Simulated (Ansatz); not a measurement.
Ideal-gas functions of C$_{2}$H$_{4}$AlBO (`BC#C[O][AlH2]`) at 400 K and 1 bar, from an Ansatz frequency run at PBE0-D4/def2-TZVP.

Molar mass 81.85 g/mol, point group Cs (symmetry number 1), electronic degeneracy 1, moments of inertia 18.165, 321.72, 339.88 u Å². Harmonic wavenumbers (cm⁻¹, unscaled): 49, 77, 114, 188, 207, 430, 524, 553, 607, 616, 754, 861, 872, 991, 1205, 1415, 1981, 2009, 2305, 2576, 2648.

Use S(trans) = R[1.5 ln M + 2.5 ln T − 1.1517]; rotational temperatures θ = 24.2544 K / I; S(rot) = R[ln(√π/σ · √(T³/θAθBθC)) + 1.5]; for each mode x = 1.438777 ν̃/T, S = R[x/(eˣ − 1) − ln(1 − e⁻ˣ)] and H = RT x/(eˣ − 1); 1 cm⁻¹ = 0.0119627 kJ/mol; R = 8.31446 J/(mol·K).

**Question.** By hand: the entropy, in J/(mol·K).

**Answer.** Translation 169.9. Rotation: θ = 1.3352, 0.0754, 0.0714 K, giving 112.5. Vibration, mode by mode: 22.76, 19.02, 15.78, 11.72, 10.96, 5.47, 4.18, 3.84, 3.30, 3.22, 2.17, 1.60, 1.55, 1.10, 0.59, 0.31, 0.05, 0.05, 0.02, 0.01, 0.01, in all 107.7. Electronic 0.0. Sum 390.1 J/(mol·K).

**Question.** By hand: H − E and G − E in kJ/mol, counted from the electronic energy.

**Answer.** Zero-point energy ½ × 20982 × 0.0119627 = 125.5; thermal vibration 20.9; translation, rotation and pV give 4 RT = 13.3. H − E = 159.7 kJ/mol, and G − E = 159.7 − 400 × 390.1/1000 = 3.7 kJ/mol.

Vibration gives 28 % of the entropy, 57.6 J/(mol·K) of it from the modes under 150 cm⁻¹: soft modes count most, and the harmonic formula is weakest for them.
